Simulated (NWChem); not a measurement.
System: AlH2O2Cl; SMILES [OH][Al]([OH])[Cl]

```xyz
6

Al    -0.0059     0.4153     0.0000
Cl    -0.0041    -1.6749     0.0000
O     -1.5020     1.1952     0.0000
H     -1.6202     2.1462     0.0000
O      1.4332     1.3041     0.0000
H      2.3169     0.9336     0.0000
```
Atoms are numbered in this order, from 1.

Program: NWChem. Pople sets run with spherical d functions. Medium grid unless said otherwise, to which SCAN and Minnesota functionals are sensitive. The geometry was optimised at PBE0/def2-SVP. B3LYP is NWChem's, with the RPA form of VWN correlation.

### Question
Order these by “highest occupied level (eV)”, lowest first: B3LYP/6-31G*; PBE/6-31G*; M05-2X/6-31G*; Hartree-Fock/6-31G*; LC-BLYP (range parameter 0.33 per bohr)/6-31G*.

### Answer
Hartree-Fock/6-31G* (-12.61), LC-BLYP (range parameter 0.33 per bohr)/6-31G* (-11.31), M05-2X/6-31G* (-10.54), B3LYP/6-31G* (-8.70), PBE/6-31G* (-7.25)
